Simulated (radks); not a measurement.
Spherical quantum dot in the effective-mass picture: electrons in a well V = -V0 / (1 + exp((r - R)/a)) with V0 = 5.71, R = 4.6, a = 0.46, with a point charge +1 (a donor) at the centre, all in effective atomic units (hartree* = m*/eps^2 hartree, bohr* = eps/m* bohr), one dielectric constant everywhere. Method: non-relativistic Kohn-Sham, PBE, spin-polarised, spherical densities; computed with a radial shooting solver with Libxc functionals. Levels are named by radial order and angular momentum (1s, 1p, 1d, 2s, ...), and open shells are averaged over m. Results are scaled to m* = 0.14 and eps = 10.3, for which hartree* = 35.91 meV and bohr* = 3.893 nm.

N = 3, configuration 1s2 1p(up 1, down 0). This is the lowest configuration that the search found. Occupied and some empty levels:

level,occupation,eigenvalue (meV),<r> (nm)
1s up,1,-181.35,6.696
1s down,1,-180.23,6.412
1p up,1,-166.85,9.669
1p down,0,-164.75,9.640
2s up,0,-156.53,8.643
2s down,0,-155.40,8.874
1d up,0,-153.55,10.87
1d down,0,-151.37,10.91
1f up,0,-138.42,11.74
1f down,0,-136.36,11.80

Energy (meV): total -594.083, kinetic 44.443, external -682.74, Hartree 74.590, exchange-correlation -30.376.
